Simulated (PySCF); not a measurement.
**Copper: a sound run and one with changed settings**

Sound run: Cu [Ar] 3d10 4s1, Cu+ [Ar] 3d10. All numbers are calculated (PySCF 2.14, scalar relativity by spin-free X2C-1e, in cc-pVDZ-DK). In the sound run the correlated levels freeze [Ar]. The sound run starts from symmetry-adapted Hartree-Fock orbitals and uses a fine grid where one is needed.

Changed run: the non-relativistic Hamiltonian (point nucleus). This setting is unsound on purpose.

```csv
species,method,sound run (hartree),changed run (hartree),converged
Cu,UHF,-1653.14842,-1631.33435,yes
Cu,M06-L,-1654.69152,-1632.87187,yes
Cu,TPSS,-1654.79691,-1632.98289,yes
Cu,MP2,-1653.59330,-1631.77246,yes
Cu,CCSD(T),-1653.54520,-1631.72575,yes
Cu+,UHF,-1652.90646,-1631.10013,yes
Cu+,M06-L,-1654.39885,-1632.59185,yes
Cu+,TPSS,-1654.49694,-1632.69524,yes
Cu+,MP2,-1653.32018,-1631.50974,yes
Cu+,CCSD(T),-1653.27259,-1631.46319,yes
```

Ionisation energy of Cu:

```
 method  sound run (eV)  changed run (eV)
    UHF           6.584             6.374
  M06-L           7.964             7.620
   TPSS           8.163             7.827
    MP2           7.432             7.149
SCS-MP2           7.294             7.022
   CCSD           7.307             7.043
CCSD(T)           7.418             7.145
```

Most of the change in total energy is the relativistic energy itself. On top of that the contraction fixes the core shape for the Hamiltonian it was made with, so the changed run is not a good calculation with the other Hamiltonian either.

For comparison, NIST gives 7.726 eV between the lowest levels.
